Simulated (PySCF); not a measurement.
Vertical excitations of a molecule C₃H₆O₃ from PySCF with TDA-PBE/def2-SVPD, as energy in eV (oscillator strength): 6.72 (0.020), 6.81 (0.000), 7.20 (0.000), 7.34 (0.001), 7.42 (0.013), 7.55 (0.000), 7.83 (0.023), 7.94 (0.271), 8.03 (0.000), 8.12 (0.000). Lowest triplet (TDA): 6.34 eV. Coordinates come from a PBE0-D3(BJ)/def2-SVP optimisation. One conformer was computed; it need not be the lowest.

Task: Which molecule gave these data?
A) C1OCOCO1
B) OCC1OCO1
C) COC(=O)OC
D) COC1OCO1

Result: C, COC(=O)OC
